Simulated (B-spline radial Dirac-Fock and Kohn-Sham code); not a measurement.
Method: Dirac-Fock energy differences between relaxed states, corrected for Breit and QED terms. Computed with a radial finite-basis atomic code. K edges are those of the screened (neutral excited atom) model, which lie within a few eV to tens of eV of tabulated edges.

An X-ray tube with a dysprosium target emits Kα1 at 45995.8 eV and Kβ1 at 52107.3 eV. K edges of lighter neighbours: Pm 45181.6 eV, Sm 46831.0 eV, Eu 48515.5 eV, Gd 50241.8 eV, Tb 51991.4 eV.

Question: Which of these can serve as a Kβ filter, and which fluoresce under Kα1?

Answer: A Kβ filter needs its edge between the two lines: Sm, Eu, Gd, Tb. Kα1 lies above the K edges of Pm, which therefore fluoresce.
